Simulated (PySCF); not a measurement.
PySCF was given this input:
```python
from pyscf import gto, scf, mcscf
import numpy

mol = gto.Mole()
mol.atom = '''
    C    -2.26651330    1.21322078    0.52634304
    N    -1.59455394    0.08906291   -0.10276147
    C    -2.29163116   -1.16309606    0.12583514
    Ge    0.25371552    0.10137871   -0.10972661
    F     0.57338996    1.65816281   -0.88382576
    Cl    1.02670042   -1.36761438   -1.38799431
    Cl    1.75625587    0.29691009    2.45934909
    H    -3.26281786    1.30795581    0.09056751
    H    -1.70907608    2.12572506    0.32189089
    H    -2.36790927    1.08834737    1.61056944
    H    -3.28121839   -1.09701048   -0.33102872
    H    -2.41516510   -1.38718354    1.19164665
    H    -1.74467941   -1.97791028   -0.34636464
'''
mol.basis = 'sto-3g'
mol.verbose = 4
mol.build()

mf = scf.RHF(mol)
mf.kernel()
mc = mcscf.CASSCF(mf, 8, 10)
mc.fix_spin_(ss=0.0)
mc.kernel()
occ = numpy.linalg.eigvalsh(mc.fcisolver.make_rdm1(mc.ci, mc.ncas, mc.nelecas))[::-1]
ss = mc.fcisolver.spin_square(mc.ci, mc.ncas, mc.nelecas)[0]
print('natural occupations', occ.round(4), ' <S^2>', round(ss, 4))
```

Question: Give the SCF-reference Mulliken (on the basis functions themselves) charges in atom order at the level CASSCF(10,8)/STO-3G in PySCF.

Answer: C1 -0.09, N2 -0.40, C3 -0.09, Ge4 1.12, F5 -0.24, Cl6 -0.31, Cl7 -0.44, H8 0.08, H9 0.08, H10 0.07, H11 0.08, H12 0.07, H13 0.07

Question: Give the SCF-reference dipole moment at the level CASSCF(10,8)/STO-3G.

Answer: 5.29 D

Question: Give the natural occupations of the active orbitals at the level CASSCF(10,8)/STO-3G.

Answer: 1.99, 1.99, 1.97, 1.95, 1.85, 0.18, 0.04, 0.03

Question: Predict the number of basis functions from CASSCF(10,8)/STO-3G.

Answer: 62

Question: Give the SCF-reference HOMO energy at the level CASSCF(10,8)/STO-3G.

Answer: -7.85 eV

Question: Give the SCF-reference HOMO-LUMO gap at the level CASSCF(10,8)/STO-3G.

Answer: 9.22 eV
